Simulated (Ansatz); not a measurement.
Isolated molecules relaxed with PBE0-D4/def2-TZVP in Ansatz; ΔE leaves out vibrations. CBS: MP2 limit from def2 TZ/QZ plus the TZ coupled-cluster correction, frozen cores. This one scheme is used for every species. DFT in def2-TZVPP. One conformer a species, not always the lowest.

Reaction (substitution at a C–F bond): `N[SiH2]CF` + HCl → `N[SiH2]CCl` + H–F

Task: Is it downhill or uphill in electronic energy at CCSD(T)/CBS, and by how much? (An estimate is asked.)

Result: Ansatz gave: Downhill: ΔE = -48.4 kJ/mol.

Task: What do these levels give: PBE-D4, PBE0, r2SCAN0, CAM-B3LYP, CCSD/def2-TZVPP, HF/CBS(def2)? (Estimate.)

Result: Computed: PBE-D4 -39.1, PBE0 -38.6, r2SCAN0 -39.5, CAM-B3LYP -27.2, CCSD/def2-TZVPP -39.2, HF/CBS(def2) -26.7 kJ/mol.

Largest T1 diagnostic among the species: 0.011.

From PBE to PBE0 (25 % exact exchange), in def2-TZVPP and without D4, ΔE moves by −3.6 kJ/mol. In def2-TZVPP, CCSD(T) changes the Hartree–Fock value by −15.6 kJ/mol (the triples alone add −2.8 kJ/mol) and MP2 by −26.6 kJ/mol. At CCSD(T), def2-SVP lies +25.3 kJ/mol from the extrapolated value and def2-TZVPP +6.4 kJ/mol.
